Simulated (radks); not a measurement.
Species: Ga I. Configuration: [Ar] 3d10 4s1 4p2 (not the ground configuration). Method: scalar-relativistic Kohn-Sham, r2SCAN, spin-polarised, spherical densities, finite nucleus; open shells are filled with parallel spins first; meta-GGA in the generalised Kohn-Sham scheme; Fermi nuclear charge, rms radius 3.9973 fm; computed with a radial shooting solver on a logarithmic mesh with Libxc functionals.

Normalised radial functions P(r) = r R(r), r in bohr:

r         3s down    4s up    4p up
0.007516   0.2540   0.0665   0.0036
0.009866   0.3057   0.0800   0.0059
0.01305    0.3591   0.0940   0.0098
0.01727    0.4044   0.1058   0.0158
0.02285    0.4275   0.1118   0.0252
0.03024    0.4085   0.1067   0.0390
0.03969    0.3269   0.0851   0.0575
0.05251    0.1577   0.0404   0.0816
0.06948   -0.1004  -0.0275   0.1083
0.09193   -0.4089  -0.1082   0.1305
0.1216    -0.6688  -0.1749   0.1355
0.1609    -0.7307  -0.1870   0.1071
0.2113    -0.4739  -0.1126   0.0369
0.2795     0.1195   0.0503  -0.0718
0.3698     0.8370   0.2326  -0.1809
0.4894     1.3210   0.3153  -0.2310
0.6475     1.3292   0.2076  -0.1740
0.8567     0.9502  -0.0717  -0.0100
1.124      0.4981  -0.3941   0.2065
1.488      0.1767  -0.6456   0.4262
1.969      0.0398  -0.7211   0.5754
2.605      0.0050  -0.6075   0.6023
3.446      0.0003  -0.3853   0.5053
4.56       0.0000  -0.1781   0.3343
5.985      0.0000  -0.0586   0.1714
7.919      0.0000  -0.0110   0.0623
10.48      0.0000  -0.0011   0.0152

3s down: eigenvalue -154.06 eV, 2 radial nodes at r = 0.0629, 0.266 bohr, <r> = 0.651 bohr, 90 % of the charge inside 0.975 bohr. 4s up: eigenvalue -11.314 eV, 3 radial nodes at r = 0.0627, 0.259, 0.805 bohr, <r> = 2.31 bohr, 90 % of the charge inside 3.49 bohr. 4p up: eigenvalue -4.158 eV, 2 radial nodes at r = 0.234, 0.869 bohr, <r> = 3.04 bohr, 90 % of the charge inside 4.73 bohr.
